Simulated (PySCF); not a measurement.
Method: M06-2X/def2-TZVP (PySCF). Gas-phase values, no solvent. One relaxed conformer stands for a flexible species; it need not be the lowest. Excitations are Tamm–Dancoff values on a coarser integration grid. The basis has no diffuse functions, so Rydberg states are missing or too high.

Reference species (SMILES): `BCC` (neutral, multiplicity 1).

| Item | Value |
|---|---|
| T1 excitation (TDA) | 5.20 eV |
| LUMO | -0.37 eV |

Changed species: `BC` (X = methyl; the reference has X = ethyl).

Q: Give the shifts of the T1 excitation (TDA) and LUMO.

A: the T1 excitation (TDA) rises by 0.06 eV, to 5.26 eV; the LUMO rises by 0.06 eV, to -0.31 eV.
